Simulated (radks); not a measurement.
The numbers below are computed, except where a source is named.
Question: These are the eigenvalues of the occupied orbitals of an atom or ion with whole-number occupations (eV). Level of theory: Dirac Kohn-Sham, PBE, spin-unpolarised, spherical densities, point nucleus (a radial shooting solver on a logarithmic mesh with Libxc functionals).

orbital  eigenvalue
1s1/2     -71596.52
2s1/2     -12432.05
2p1/2     -11895.50
2p3/2     -10455.65
3s1/2     -2903.576
3p1/2     -2664.460
3p3/2     -2351.758
3d3/2     -1950.914
3d5/2     -1883.048
4s1/2     -632.2202
4p1/2     -532.5104
4p3/2     -459.5661
4d3/2     -296.0664
4d5/2     -282.5911
5s1/2     -117.9433
5p1/2      -87.5656
4f5/2      -76.8004
5p3/2      -76.2854
4f7/2      -74.2842
5d3/2      -36.0094
6s1/2      -30.7281

Which element is it, and in what charge state? The configuration may be excited. Open shells, if any, fill j = l - 1/2 first.

Answer: Z = 75, rhenium, charge +3: Re3+ in [Xe] 4f14 5d3 6s1. The list shows which subshells hold electrons but not how many an open one holds; the 1s level, -2631.1 hartree, gives Z - s = 72.5 by -(Z - s)^2/2, which with screening and relativity narrows Z to a few neighbours, and the depths of the outer levels then fix element, charge and occupations together.
